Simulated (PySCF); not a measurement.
CF, SMILES [C]F (connectivity only; charge and spin as stated), charge +1, multiplicity 1.

The structure is a stationary point at PBE0-D3(BJ)/def2-TZVPD.

Two levels are set side by side: TDA-PBE/def2-TZVPD (PySCF) and TDA-B3LYP/def2-TZVPD (PySCF). Vertical, same geometry. The lowest singlet is HOMO→LUMO+1 97 % with PBE and HOMO→LUMO+1 97 % with the other functional; states are paired by order. Differences are taken from unrounded values.

```tsv
quantity	TDA-B3LYP	TDA-PBE	TDA-PBE minus TDA-B3LYP
lowest singlet excitation (eV)	8.44	8.47	0.03
lowest triplet excitation (TDA) (eV)	4.56	4.56	0.01
first bright state (f over 0.05) (eV)	8.44	8.47	0.03
its oscillator strength	0.13	0.13	0.00
```

Here PBE gives about what the other level gives.

Rough cost on one machine, each run with all the roots and properties that it gave: TDA-B3LYP against TDA-PBE within a factor of 2.
